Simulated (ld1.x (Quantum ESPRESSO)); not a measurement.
**W, TM: configuration errors across variants**

| Property | Result |
| --- | --- |
| Element | tungsten |
| Generator | ld1.x (Quantum ESPRESSO) 7.5 |
| Type | norm-conserving Troullier–Martins (Kleinman–Bylander form) |
| Functional | PBE |
| Relativity | fully relativistic |
| Frozen core | [Xe] 4f14 |
| Valence charge | 6 |
| Reference configuration | 5d4 6s1 6p0 (charge +1) |
| Partial waves | 6s (bound): rc 2.35 bohr; 6p (bound, empty): rc 2.55 bohr; 5d (bound): rc 2.65 bohr; 5f channel at 0.4 Ry: rc 2.20 bohr |
| Local potential | all-electron potential smoothed inside 1.65 bohr (lloc = -1) |
| Core correction | none |

Open shells are filled in proportion to 2j + 1 (rel_dist='average').

All-electron excitation energies from the reference (eV): (1) 5d4 6s2 6p0 -8.888; (2) 5d4 6s0 6p0 15.682; (3) 5d3 6s0 6p0 41.053; (4) 5d3 6s2 6p0 -0.055; (5) 5d2 6s0 6p0 78.239; (6) 5d5 6s0 6p0 0.807; (7) 5d5 6s1 6p0 -7.355.

1 further variants failed, have other tests or too few solved ones, and are left out.

A true bound ghost makes a file unfit for plane-wave use even where its test errors are small: the radial tests pick states by their node count and pass the ghost by.

Errors AE − PS in meV (a dash: test not solved or not reliable):

```tsv
change	(1)	(2)	(3)	(4)	(5)	(6)	(7)	bound ghosts
base	+17	+53	+118	+0.7	+237	-7.3	-2.8	s, p3/2, p1/2
wave 6p (bound): rc 2.55 bohr becomes 6p (bound): rc 2.36 bohr	+17	+53	+118	+0.7	+237	-7.3	-2.8	s, p3/2, p1/2
wave 5f channel at 0.4 Ry: rc 2.20 bohr becomes 5f channel at 0.4 Ry: rc 2.34 bohr	+17	+53	+118	+0.7	+237	-7.3	-2.8	s, p3/2, p1/2
wave 5f channel at 0.4 Ry: rc 2.20 bohr becomes 5f channel at -0.08 Ry: rc 2.20 bohr	+17	+53	+118	+0.7	+237	-7.3	-2.8	s, p3/2, p1/2
all radii scaled by about 1.33 (s 3.12, p 3.38, d 3.52, f 2.92 bohr); local potential all-electron potential smoothed inside 2.18 bohr (lloc = -1)	+10	+24	+92	+79	+555	+59	+6.2	s
core correction a·sin(br)/r model core inside 2.74 bohr	+3.1	+17	+3.2	-11	-40	-15	-11	s, p3/2, p1/2
local potential the p channel	+5.9	+41	-0.8	-29	-25	-26	-53	s
local potential all-electron potential smoothed inside 2.18 bohr (lloc = -1)	+14	+52	+115	-9.3	+228	-8.0	-11	f7/2, f5/2, s, p3/2
```

Question: Give the same row for: wave 5d (bound): rc 2.65 bohr becomes 5d (bound): rc 2.42 bohr.

Answer: +16, +52, +119, -6.1, +218, -12, -3.3; bound ghosts: s, p3/2, p1/2.
